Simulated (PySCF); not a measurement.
## Atomic charges against the basis set

Compound: CF3C(O)NH2, C2H2F3NO.
Geometry (PBE0-D3(BJ)/def2-SVP, Å), atoms numbered from 1 in this order:
```
atom  x, y, z in Å
N1     1.205   -0.646   -0.167
C2     0.483    0.450    0.137
O3     0.918    1.519    0.487
C4    -1.045    0.241    0.048
F5    -1.609    1.237   -0.614
F6    -1.564    0.194    1.270
F7    -1.359   -0.907   -0.575
H8     2.214   -0.584   -0.111
H9     0.771   -1.497   -0.494
```

PBE0 throughout (PySCF), one geometry, spherical d and f functions. The structure is a single PBE0-D3(BJ)/def2-SVP conformer in the gas phase; no vibrational or solvent corrections. Atoms taken as equivalent share a column and are averaged.

Mulliken charges (e):

```
        basis  functions      N1      C2      O3      C4  F5/F6/F7      H8      H9
       STO-3G         37  -0.409  +0.201  -0.234  +0.321    -0.111  +0.227  +0.227
     pcSseg-0         67  -0.748  +0.519  -0.489  +0.957    -0.318  +0.356  +0.360
        6-31G         67  -0.777  +0.456  -0.402  +0.756    -0.264  +0.378  +0.380
       6-31G*        102  -0.808  +0.457  -0.448  +0.903    -0.292  +0.385  +0.386
      cc-pVDZ        108  -0.114  +0.055  -0.240  +0.520    -0.160  +0.130  +0.127
     def2-SVP        108  -0.149  +0.049  -0.235  +0.542    -0.174  +0.160  +0.157
     pcSseg-1        129  -0.396  +0.314  -0.389  +0.808    -0.259  +0.216  +0.222
  aug-cc-pVDZ        179  -0.094  +0.474  -0.566  +1.601    -0.461  -0.027  -0.004
6-311+G(2d,p)        201  -0.430  +0.434  -0.457  +0.779    -0.288  +0.273  +0.263
    def2-TZVP        229  -0.415  +0.188  -0.313  +0.459    -0.151  +0.262  +0.273
      cc-pVTZ        238  -0.207  +0.095  -0.289  +0.491    -0.149  +0.175  +0.181
     IGLO-III        265  -0.375  +0.448  -0.443  +0.479    -0.187  +0.229  +0.221
```

IAO charges (e):

```json
{"basis": "STO-3G", "functions": "37", "N1": "-0.399", "C2": "+0.172", "O3": "-0.244", "C4": "+0.410", "F5/F6/F7": "-0.139", "H8": "+0.239", "H9": "+0.239"}
{"basis": "pcSseg-0", "functions": "67", "N1": "-0.464", "C2": "+0.340", "O3": "-0.415", "C4": "+0.700", "F5/F6/F7": "-0.248", "H8": "+0.292", "H9": "+0.291"}
{"basis": "6-31G", "functions": "67", "N1": "-0.489", "C2": "+0.353", "O3": "-0.421", "C4": "+0.698", "F5/F6/F7": "-0.250", "H8": "+0.305", "H9": "+0.303"}
{"basis": "6-31G*", "functions": "102", "N1": "-0.496", "C2": "+0.394", "O3": "-0.453", "C4": "+0.770", "F5/F6/F7": "-0.269", "H8": "+0.296", "H9": "+0.294"}
{"basis": "cc-pVDZ", "functions": "108", "N1": "-0.493", "C2": "+0.389", "O3": "-0.447", "C4": "+0.763", "F5/F6/F7": "-0.267", "H8": "+0.295", "H9": "+0.294"}
{"basis": "def2-SVP", "functions": "108", "N1": "-0.482", "C2": "+0.386", "O3": "-0.446", "C4": "+0.764", "F5/F6/F7": "-0.268", "H8": "+0.292", "H9": "+0.291"}
{"basis": "pcSseg-1", "functions": "129", "N1": "-0.493", "C2": "+0.396", "O3": "-0.455", "C4": "+0.767", "F5/F6/F7": "-0.270", "H8": "+0.298", "H9": "+0.296"}
{"basis": "aug-cc-pVDZ", "functions": "179", "N1": "-0.509", "C2": "+0.404", "O3": "-0.464", "C4": "+0.776", "F5/F6/F7": "-0.272", "H8": "+0.306", "H9": "+0.305"}
{"basis": "6-311+G(2d,p)", "functions": "201", "N1": "-0.510", "C2": "+0.405", "O3": "-0.464", "C4": "+0.775", "F5/F6/F7": "-0.272", "H8": "+0.306", "H9": "+0.305"}
{"basis": "def2-TZVP", "functions": "229", "N1": "-0.510", "C2": "+0.406", "O3": "-0.465", "C4": "+0.785", "F5/F6/F7": "-0.275", "H8": "+0.305", "H9": "+0.304"}
{"basis": "cc-pVTZ", "functions": "238", "N1": "-0.509", "C2": "+0.404", "O3": "-0.462", "C4": "+0.783", "F5/F6/F7": "-0.274", "H8": "+0.304", "H9": "+0.303"}
{"basis": "IGLO-III", "functions": "265", "N1": "-0.511", "C2": "+0.405", "O3": "-0.465", "C4": "+0.780", "F5/F6/F7": "-0.274", "H8": "+0.307", "H9": "+0.306"}
```

Hirshfeld charges (e):

| basis | functions | N1 | C2 | O3 | C4 | F5/F6/F7 | H8 | H9 |
| --- | --- | --- | --- | --- | --- | --- | --- | --- |
| STO-3G | 37 | -0.171 | +0.116 | -0.204 | +0.241 | -0.080 | +0.129 | +0.128 |
| pcSseg-0 | 67 | -0.155 | +0.145 | -0.268 | +0.246 | -0.085 | +0.151 | +0.137 |
| 6-31G | 67 | -0.156 | +0.147 | -0.273 | +0.253 | -0.088 | +0.154 | +0.138 |
| 6-31G* | 102 | -0.155 | +0.145 | -0.281 | +0.246 | -0.081 | +0.153 | +0.136 |
| cc-pVDZ | 108 | -0.158 | +0.135 | -0.268 | +0.236 | -0.078 | +0.153 | +0.137 |
| def2-SVP | 108 | -0.159 | +0.143 | -0.275 | +0.245 | -0.082 | +0.154 | +0.138 |
| pcSseg-1 | 129 | -0.163 | +0.146 | -0.277 | +0.252 | -0.084 | +0.155 | +0.137 |
| aug-cc-pVDZ | 179 | -0.166 | +0.142 | -0.272 | +0.247 | -0.083 | +0.159 | +0.139 |
| 6-311+G(2d,p) | 201 | -0.161 | +0.139 | -0.273 | +0.248 | -0.084 | +0.159 | +0.140 |
| def2-TZVP | 229 | -0.164 | +0.142 | -0.275 | +0.245 | -0.083 | +0.159 | +0.140 |
| cc-pVTZ | 238 | -0.166 | +0.142 | -0.275 | +0.244 | -0.081 | +0.158 | +0.139 |
| IGLO-III | 265 | -0.166 | +0.142 | -0.273 | +0.247 | -0.083 | +0.159 | +0.140 |

ESP-fitted charges (e):

| basis | functions | N1 | C2 | O3 | C4 | F5/F6/F7 | H8 | H9 |
| --- | --- | --- | --- | --- | --- | --- | --- | --- |
| STO-3G | 37 | -0.701 | +0.428 | -0.355 | +0.385 | -0.132 | +0.341 | +0.300 |
| pcSseg-0 | 67 | -0.871 | +0.597 | -0.525 | +0.722 | -0.245 | +0.435 | +0.376 |
| 6-31G | 67 | -0.927 | +0.634 | -0.518 | +0.594 | -0.215 | +0.459 | +0.404 |
| 6-31G* | 102 | -0.883 | +0.604 | -0.473 | +0.285 | -0.121 | +0.432 | +0.399 |
| cc-pVDZ | 108 | -0.770 | +0.514 | -0.453 | +0.418 | -0.156 | +0.395 | +0.365 |
| def2-SVP | 108 | -0.777 | +0.545 | -0.476 | +0.437 | -0.164 | +0.398 | +0.364 |
| pcSseg-1 | 129 | -0.840 | +0.595 | -0.497 | +0.435 | -0.165 | +0.420 | +0.383 |
| aug-cc-pVDZ | 179 | -0.863 | +0.622 | -0.497 | +0.362 | -0.147 | +0.430 | +0.389 |
| 6-311+G(2d,p) | 201 | -0.882 | +0.617 | -0.492 | +0.362 | -0.148 | +0.438 | +0.402 |
| def2-TZVP | 229 | -0.859 | +0.601 | -0.486 | +0.346 | -0.142 | +0.430 | +0.393 |
| cc-pVTZ | 238 | -0.829 | +0.586 | -0.478 | +0.333 | -0.137 | +0.417 | +0.382 |
| IGLO-III | 265 | -0.857 | +0.614 | -0.491 | +0.331 | -0.138 | +0.429 | +0.390 |

Some averages cover members that differ in this geometry, most widely: F5/F6/F7, Mulliken in 6-311+G(2d,p) -0.328 to -0.263; F5/F6/F7, Mulliken in aug-cc-pVDZ -0.502 to -0.440; F5/F6/F7, Mulliken in def2-TZVP -0.177 to -0.136; F5/F6/F7, Mulliken in def2-SVP -0.197 to -0.158 e.

**Question.** Which scheme is steadiest as the basis changes?

**Answer.** Largest range over the bases for any column: Hirshfeld 0.08 e, IAO 0.37 e, ESP-fitted 0.44 e, Mulliken 1.28 e. Hirshfeld charges move least and Mulliken charges most, counted in e. Without the minimal STO-3G basis the ranges are Hirshfeld 0.02, IAO 0.09, ESP-fitted 0.44, Mulliken 1.14 e.

**Question.** How much do the charges still move between the two largest bases, cc-pVTZ and IGLO-III?

**Answer.** At most, over all atoms: Mulliken 0.353 e, IAO 0.003 e, Hirshfeld 0.003 e, ESP-fitted 0.028 e.

**Question.** What do the same runs give for the total energy, the frontier levels and the dipole moment?

**Answer.** 
| basis | energy (Eh) | HOMO (eV) | LUMO (eV) | μ (D) |
| --- | --- | --- | --- | --- |
| STO-3G | -499.3825 | -3.87 | 3.60 | 2.82 |
| pcSseg-0 | -505.2356 | -8.35 | -0.49 | 4.08 |
| 6-31G | -506.2760 | -8.27 | -0.44 | 4.17 |
| 6-31G* | -506.4184 | -7.89 | 0.07 | 3.83 |
| cc-pVDZ | -506.4619 | -7.93 | 0.03 | 3.83 |
| def2-SVP | -506.0516 | -8.09 | -0.11 | 3.93 |
| pcSseg-1 | -506.3934 | -8.34 | -0.35 | 3.98 |
| aug-cc-pVDZ | -506.5064 | -8.39 | -0.60 | 3.95 |
| 6-311+G(2d,p) | -506.5995 | -8.44 | -0.62 | 4.01 |
| def2-TZVP | -506.6518 | -8.33 | -0.44 | 3.97 |
| cc-pVTZ | -506.6253 | -8.23 | -0.31 | 3.91 |
| IGLO-III | -506.6579 | -8.40 | -0.56 | 3.96 |

The dipole is fixed by the density alone, so its range of 1.35 D shows that the density itself changes with the basis, not only its division among atoms.
